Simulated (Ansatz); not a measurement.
Relaxation of ClH8N3STi (14 atoms, charge 0, multiplicity 1), to a largest force component of 0.03 eV/Å in at most 50 steps.

These are results of Ansatz, RKS PBE/def2-SVP, not measurements.

```xyz
14
Properties=species:S:1:pos:R:3:forces:R:3
Ti -0.602 0.259 -0.366 -0.11 0.10 -0.05
Cl 0.317 -2.059 2.199 -0.37 0.38 0.20
N 1.146 0.570 0.231 0.02 0.02 -0.05
H 1.801 -0.121 0.612 0.01 0.00 0.04
H 1.504 1.523 0.371 0.03 -0.01 0.01
N -0.930 1.388 -1.828 0.02 0.02 -0.01
H -1.857 1.719 -2.118 -0.01 0.01 -0.01
H -0.200 1.898 -2.339 -0.03 0.00 0.00
N -0.943 -1.508 -0.884 0.01 -0.03 -0.06
H -0.685 -2.280 -0.254 -0.01 0.01 0.03
H -1.301 -1.868 -1.775 0.00 0.01 0.00
S -2.125 0.812 1.407 0.22 -0.24 0.09
H -2.975 -0.172 0.995 0.00 0.00 0.00
H -0.549 -1.032 2.311 0.22 -0.27 -0.19
```

**Question.** Where does it end, and by what steps?

**Answer.** The forces met the threshold. The force dipped under the threshold on the way, but the program's further checks kept it going. After 16 steps the energy has fallen by 0.124 eV; H8 moved furthest, 0.47 Å.

```csv
step,energy less start (eV),largest force component (eV/Å),accepted
0,0.0000,0.382,yes
1,-0.0785,0.481,yes
2,-0.0736,0.600,no
3,-0.1066,0.182,yes
4,-0.1146,0.123,yes
5,-0.1126,0.173,no
6,-0.1209,0.110,yes
7,-0.1226,0.033,yes
8,-0.1231,0.032,yes
9,-0.1234,0.068,yes
10,-0.1235,0.045,yes
11,-0.1237,0.014,yes
12,-0.1239,0.029,yes
13,-0.1240,0.062,yes
14,-0.1241,0.040,yes
15,-0.1238,0.052,no
16,-0.1242,0.012,yes
```

```xyz
14
Properties=species:S:1:pos:R:3
Ti -0.518 0.273 -0.476
Cl 0.109 -2.046 2.306
N 1.199 0.542 0.208
H 1.689 -0.181 0.751
H 1.661 1.452 0.326
N -0.969 1.439 -1.877
H -1.884 1.434 -2.344
H -0.444 2.268 -2.179
N -0.866 -1.506 -0.921
H -0.594 -2.226 -0.234
H -1.336 -1.924 -1.730
S -1.833 0.662 1.518
H -2.885 -0.091 1.083
H -0.729 -0.971 2.131
```

Whether the end is a true minimum wasn't checked by a vibrational analysis.

Run time: 96 s on 4 threads of Intel(R) Xeon(R) Processor @ 2.50GHz (Skylake/Cascade Lake) (shared host), peak memory 0.26 GiB.
